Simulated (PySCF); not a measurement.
# Structure revision by computed shifts

A compound C7H13NSi gives the data below (simulated from a calculation) and was assigned the structure `CCc1cc(C)n([SiH3])c1`.

13C{1H} NMR (computed): δ 155.9 (C), 147.6 (C), 123.2 (CH), 107.8 (CH2), 28.7 (CH2), 27.6 (CH2), 18.6 (CH2).

1H NMR (400 MHz, computed): δ 6.02 (t, 1H), 5.45 (br s, 1H), 4.94 (br s, 1H), 4.70 (t, 2H), 2.78 (m, 2H), 2.55 (m, 2H), 1.71 (m, 2H), 0.09 (br s, 2H).

- PBE0-D3(BJ)/def2-SVP structure
- GIAO PBE0/pcSseg-1 shieldings
- code: PySCF
- no solvent, one conformer, rapidly exchanging positions averaged, relativity neglected

Chemical shifts δ = σref − σ; 1H (31.27 ppm), 13C (184.41 ppm) against TMS, all at this level.

Problem. Compare with the shifts computed for the proposed structure, pairing carbons in order of shift.

Solution. Atoms are numbered as in `[CH3:1][CH2:2][c:3]1[cH:4][c:5]([CH3:6])[n:7]([SiH3:8])[cH:9]1` (H(Xn): hydrogen on atom n).

```csv
atom,computed for proposal,given list,difference
C5,137.0,155.9,-18.9
C3,134.2,147.6,-13.4
C9,126.7,123.2,+3.5
C4,117.9,107.8,+10.1
C2,23.8,28.7,-4.9
C1,20.0,27.6,-7.6
C6,14.6,18.6,-4.0
```

The rms difference is 10.3 ppm and the largest -18.9 ppm at C5 (substituted aromatic carbon next to a ring nitrogen). The carbon types in order of shift don't match either: C, C, CH, CH, CH2, CH3, CH3 for the proposal against C, C, CH, CH2, CH2, CH2, CH2 in the data. The proposal doesn't fit.

Problem. Which isomer fits?

Solution. `C=C1CC/C1=C\C[SiH2]N`.

- Carbon types of the structure: 2 × C, 1 × CH, 4 × CH2, leaving 4 H on heteroatoms.
- δC 155.9, 147.6: fully substituted alkene carbon; an sp2 carbon of a C=C bond.
- δC 123.2: alkene CH; an sp2 carbon of a C=C bond.
- δC 107.8: terminal =CH2 carbon; the olefinic region.
- δH 2.78, 2.55: hydrogen on an allylic sp3 CH2; allylic position.

The shifts were computed for this structure.

OH and NH positions are those of a molecule without intermolecular hydrogen bonds; in solution they move with solvent, concentration and temperature, and exchange usually removes their couplings. Shifts are as computed. Against solution values, carbons near 30 ppm lie about +2 ppm off and those near 130 ppm about +5 ppm. Of 1211 compounds with measured shifts, 218 miss one by over three times the rms of a fit or turn the order of signals round; such compounds aren't used in these exercises. Multiplicities follow the n + 1 count of equivalent neighbours, as no J values were calculated; m marks all less simple cases, F and P coupling included.
